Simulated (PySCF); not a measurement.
C₃H₆BN₃, SMILES CNB1N=CC=N1. Atoms are numbered in the order given.

```xyz
13

C     -0.3144     2.6010     0.0000
N      0.5949     1.4725     0.0000
B      0.2459     0.1338     0.0000
N     -1.1661    -0.3780     0.0000
C     -0.9925    -1.6444     0.0000
C      0.4909    -2.0193     0.0000
N      1.2450    -0.9871     0.0000
H     -0.1697     3.2350     0.8916
H     -0.1697     3.2350    -0.8916
H     -1.3458     2.2254     0.0000
H      1.5859     1.6993     0.0000
H     -1.8125    -2.3814     0.0000
H      0.8620    -3.0574     0.0000
```

Geometry optimised at B3LYP-D3(BJ)/def2-SVP. This is a generated structure with no PubChem entry under its InChIKey; it may be hypothetical. The values are those of a single conformer.

The numbers are results of PySCF 2.14.0 with B3LYP-D3(BJ)/def2-SVP, not measurements.

Harmonic, unscaled wavenumbers; measured fundamentals usually lie a few per cent lower.

### Question
Estimate the vibrational spectrum. (An estimate is asked for; the answer gives what the named calculation found.)

### Answer

```csv
mode,ν (cm⁻¹),IR (km/mol),moving atoms (share of kinetic energy)
1,113,10.7,"C 33 %, H 26 %, N 25 %, B 16 %"
2,184,2.0,"C 42 %, N 25 %, H 24 %, B 9 %"
3,191,0.1,H 89 %
4,237,1.6,"N 62 %, H 25 %, C 11 %"
5,444,9.6,"N 45 %, C 36 %, H 14 %"
6,498,3.1,"H 38 %, C 32 %, N 30 %"
7,615,1.5,"N 65 %, C 14 %, H 14 %"
8,657,0.1,"B 43 %, H 26 %, N 26 %"
9,734,97.4,"H 66 %, N 18 %, B 13 %"
10,813,2.4,"N 85 %, H 11 %"
11,855,5.9,"C 54 %, N 20 %, B 19 %"
12,880,15.2,"C 68 %, H 25 %"
13,886,19.4,"H 73 %, C 14 %, B 13 %"
14,1000,0.0,"H 57 %, C 41 %"
15,1039,69.5,"H 48 %, N 22 %, B 21 %, C 10 %"
16,1091,10.0,"N 31 %, C 28 %, B 24 %, H 17 %"
17,1144,0.7,"H 74 %, C 19 %"
18,1172,58.7,"H 43 %, N 26 %, C 19 %, B 13 %"
19,1305,10.0,"H 74 %, N 13 %"
20,1328,29.2,"H 69 %, C 21 %, N 9 %"
21,1350,41.0,"H 64 %, B 26 %"
22,1444,16.3,"H 83 %, C 16 %"
23,1470,19.9,H 91 %
24,1473,6.5,H 97 %
25,1610,239.0,"N 41 %, B 36 %, H 16 %"
26,1639,1.1,"C 48 %, N 43 %"
27,1681,11.5,"C 57 %, N 38 %"
28,3016,61.3,H 97 %
29,3079,25.8,"H 90 %, C 10 %"
30,3084,28.9,"H 92 %, C 8 %"
31,3099,70.4,"H 91 %, C 9 %"
32,3156,1.5,"H 91 %, C 9 %"
33,3591,47.5,H 93 %
```
